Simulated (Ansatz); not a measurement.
CH₆AlNOSi, SMILES `C=[N][Al]([OH])[SiH3]` at its PBE0-D4/def2-TZVP geometry, where that method's forces vanish. Total charge 0; spin multiplicity 1.

```json
{"atom": "C1", "x (Å)": "1.3289", "y (Å)": "1.9095", "z (Å)": "1.1494"}
{"atom": "N2", "x (Å)": "0.9688", "y (Å)": "0.9188", "z (Å)": "0.4910"}
{"atom": "Al3", "x (Å)": "0.3823", "y (Å)": "-0.4634", "z (Å)": "-0.4095"}
{"atom": "O4", "x (Å)": "1.4517", "y (Å)": "-1.4252", "z (Å)": "-1.3084"}
{"atom": "Si5", "x (Å)": "-1.9852", "y (Å)": "-1.0166", "z (Å)": "-0.3766"}
{"atom": "H6", "x (Å)": "1.6375", "y (Å)": "1.8406", "z (Å)": "2.2051"}
{"atom": "H7", "x (Å)": "1.3653", "y (Å)": "2.9248", "z (Å)": "0.7227"}
{"atom": "H8", "x (Å)": "2.3927", "y (Å)": "-1.2697", "z (Å)": "-1.3680"}
{"atom": "H9", "x (Å)": "-2.2205", "y (Å)": "-2.3773", "z (Å)": "0.1835"}
{"atom": "H10", "x (Å)": "-2.7501", "y (Å)": "-0.0474", "z (Å)": "0.4573"}
{"atom": "H11", "x (Å)": "-2.5711", "y (Å)": "-0.9940", "z (Å)": "-1.7466"}
```

(1) For each bond, give half the difference of the two atoms' forces along it (eV/Å; positive pushes the atoms apart) under PBE-D4, r2SCAN-D4, B3LYP-D4, ωB97M-V in def2-TZVPP. (Estimate.)

Results:

(1) Ansatz gave: 
```json
{"bond": "C1–N2", "length (Å)": "1.243", "PBE-D4": "0.52", "r2SCAN-D4": "0.22", "B3LYP-D4": "0.15", "ωB97M-V": "0.16"}
{"bond": "C1–H6", "length (Å)": "1.102", "PBE-D4": "-0.02", "r2SCAN-D4": "-0.05", "B3LYP-D4": "-0.08", "ωB97M-V": "-0.14"}
{"bond": "C1–H7", "length (Å)": "1.102", "PBE-D4": "-0.01", "r2SCAN-D4": "-0.05", "B3LYP-D4": "-0.08", "ωB97M-V": "-0.14"}
{"bond": "N2–Al3", "length (Å)": "1.751", "PBE-D4": "-0.21", "r2SCAN-D4": "-0.09", "B3LYP-D4": "-0.05", "ωB97M-V": "0.03"}
{"bond": "Al3–O4", "length (Å)": "1.696", "PBE-D4": "0.20", "r2SCAN-D4": "0.03", "B3LYP-D4": "0.07", "ωB97M-V": "0.08"}
{"bond": "Al3–Si5", "length (Å)": "2.431", "PBE-D4": "-0.22", "r2SCAN-D4": "-0.04", "B3LYP-D4": "-0.01", "ωB97M-V": "-0.07"}
{"bond": "O4–H8", "length (Å)": "0.956", "PBE-D4": "0.34", "r2SCAN-D4": "0.01", "B3LYP-D4": "0.00", "ωB97M-V": "-0.05"}
{"bond": "Si5–H9", "length (Å)": "1.490", "PBE-D4": "0.10", "r2SCAN-D4": "0.00", "B3LYP-D4": "-0.06", "ωB97M-V": "-0.10"}
{"bond": "Si5–H10", "length (Å)": "1.490", "PBE-D4": "0.09", "r2SCAN-D4": "-0.01", "B3LYP-D4": "-0.05", "ωB97M-V": "-0.08"}
{"bond": "Si5–H11", "length (Å)": "1.490", "PBE-D4": "0.10", "r2SCAN-D4": "-0.01", "B3LYP-D4": "-0.06", "ωB97M-V": "-0.10"}
```

B3LYP here is the variant with VWN-RPA as its local correlation; programs differ in this.
